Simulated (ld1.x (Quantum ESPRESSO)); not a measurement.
## silicon (Si), TM semilocal: configuration errors across variants

```json
{
  "Element": "silicon (Si)",
  "Generator": "ld1.x (Quantum ESPRESSO) 7.5",
  "Type": "norm-conserving Troullier–Martins (semilocal form)",
  "Functional": "PBE",
  "Relativity": "scalar-relativistic",
  "Frozen core": "[Ne]",
  "Valence charge": "4",
  "Reference configuration": "3s2 3p2",
  "Partial waves": "3s (bound): rc 1.55 bohr; 3p (bound): rc 1.45 bohr",
  "Local potential": "the p channel",
  "Core correction": "none"
}
```

All-electron excitation energies from the reference (eV): (1) 3s2 3p1 7.740; (2) 3s2 3p0 23.733; (3) 3s1 3p0 57.704; (4) 3s0 3p4 13.778; (5) 3s2 3p2.3 -0.930; (6) 3s2 3p1.5 2.921; (7) 3s1 3p3 6.814.

A semilocal file is local in each channel, so a ghost entry of none says nothing of the separable form that plane-wave codes build from it.

Errors AE − PS in meV (a dash: test not solved or not reliable):

| change | (1) | (2) | (3) | (4) | (5) | (6) | (7) | bound ghosts |
| --- | --- | --- | --- | --- | --- | --- | --- | --- |
| base | +0.1 | +1.2 | +65 | +29 | +0.1 | 0.0 | +6.8 | none |
| wave 3p (bound): rc 1.45 bohr becomes 3p (bound): rc 0.94 bohr | -8.2 | +119 | +132 | +388 | +9.9 | -12 | – | none |
| wave 3p (bound): rc 1.45 bohr becomes 3p (bound): rc 1.12 bohr | +6.1 | +65 | +88 | +149 | +0.3 | +1.2 | +36 | none |
| wave 3p (bound): rc 1.45 bohr becomes 3p (bound): rc 1.34 bohr | +0.7 | +6.5 | +63 | +52 | +0.1 | +0.2 | +10.0 | none |
| wave 3p (bound): rc 1.45 bohr becomes 3p (bound): rc 1.46 bohr | 0.0 | +0.1 | +65 | +26 | +0.1 | 0.0 | +5.9 | none |
| wave 3p (bound): rc 1.45 bohr becomes 3p (bound): rc 1.80 bohr | -0.2 | +2.1 | +74 | +11 | +0.1 | -0.1 | +3.1 | none |
| wave 3p (bound): rc 1.45 bohr becomes 3p (bound): rc 2.02 bohr | -0.1 | +3.3 | +77 | +10 | +0.1 | -0.1 | +2.9 | none |
| wave 3p (bound): rc 1.45 bohr becomes 3p (bound): rc 2.12 bohr | -0.2 | +3.0 | +76 | +11 | +0.1 | -0.1 | +3.0 | none |

**Question.** Give the same row for: wave 3p (bound): rc 1.45 bohr becomes 3p (bound): rc 1.66 bohr.

**Answer.** -0.3, +0.4, +71, +13, +0.1, -0.1, +3.5; bound ghosts: none.
